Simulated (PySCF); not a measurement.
Species: C₃H₂N₂O₂.
SMILES with atom numbers: `[O:1]=[CH:2][c:3]1[n:4][n:5][cH:6][o:7]1`

Geometry (GFN2-xTB, Å), atoms numbered from 1 in this order:
```
atom  x, y, z in Å
O1     2.2731    1.1045    0.2622
C2     1.7811    0.1275   -0.2271
C3     0.3418   -0.0892   -0.4026
N4    -0.2123   -1.1438   -0.9329
N5    -1.5306   -0.9553   -0.9095
C6    -1.7317    0.2051   -0.3671
O7    -0.5972    0.8084   -0.0226
H8     2.3655   -0.7285   -0.6045
H9    -2.6762    0.6773   -0.1898
```

Definitions: NICS(0) = −σiso at the ring centroid; NICS(1) = −σiso and NICS(1)zz = −σzz at ±1 Å along the ring normal z. Level: GIAO PBE0/pcSseg-1 (PySCF, non-relativistic, gas phase) on the GFN2-xTB geometry, one conformer.

Ring bond lengths (Å), with Mayer bond orders in brackets: C3–N4 1.304 (1.59), N4–N5 1.332 (1.22), N5–C6 1.297 (1.66), C6–O7 1.330 (1.15), O7–C3 1.353 (1.04).

Question: What do the NICS probes read (ppm)?

Answer: 
```tsv
ring	type	NICS(0)	NICS(1), two faces	NICS(1)zz, two faces	rms pucker (Å)	centre to ring atoms, mean (Å)
C3–N4–N5–C6–O7	5-membered ring with 2 N and O; formal bonds all aromatic	-10.7	-11.4 / -11.4	-29.4 / -29.4	0.00	1.13
```

Question: What do they say, and how far can they be read as aromaticity?

Answer: 
- C3–N4–N5–C6–O7: mean NICS(1)zz -29.4 ppm, shielded. For a flat ring without four-coordinate atoms the NICS criterion counts such a value as aromatic.

Question: How equal are the bonds by HOMA? HOMA = 1 − mean of α(R − Ropt)² over the ring bonds, with Krygowski's 1993 parameters (CN: Ropt 1.334 Å, α 93.52 Å⁻²; CO: Ropt 1.265 Å, α 157.38 Å⁻²; NN: Ropt 1.309 Å, α 130.33 Å⁻²).

Answer: 
- C3–N4–N5–C6–O7: HOMA 0.56; the largest term is that of O7–C3, α(R − Ropt)² = 1.23.

Question: At the first NICS(1) probe listed for ring C3–N4–N5–C6–O7, 1 Å off the ring, what do the in-plane components average?

Answer: The isotropic value is a third of the trace: (3 × -11.4 − (-29.4))/2 = -2.4 ppm.

Question: How shielded are the nuclei of the rings and their hydrogens (means over atoms taken as equivalent)?

Answer: 
```tsv
atoms	environment	σ isotropic (ppm)	principal values of the symmetric part, first atom (ppm)
C3	substituted aromatic carbon	16.9	-73.7, 40.3, 84.2
N4	pyridine-type nitrogen	-127.4	-448.5, -122.4, 188.8
N5	pyridine-type nitrogen	-95.1	-355.2, -109.6, 179.4
C6	aromatic CH next to a ring nitrogen	27.1	-66.1, 54.5, 92.9
O7	furan-type oxygen	5.8	-120.2, -87.3, 225.0
H9	aromatic hydrogen	23.17	20.4, 23.7, 25.4
```
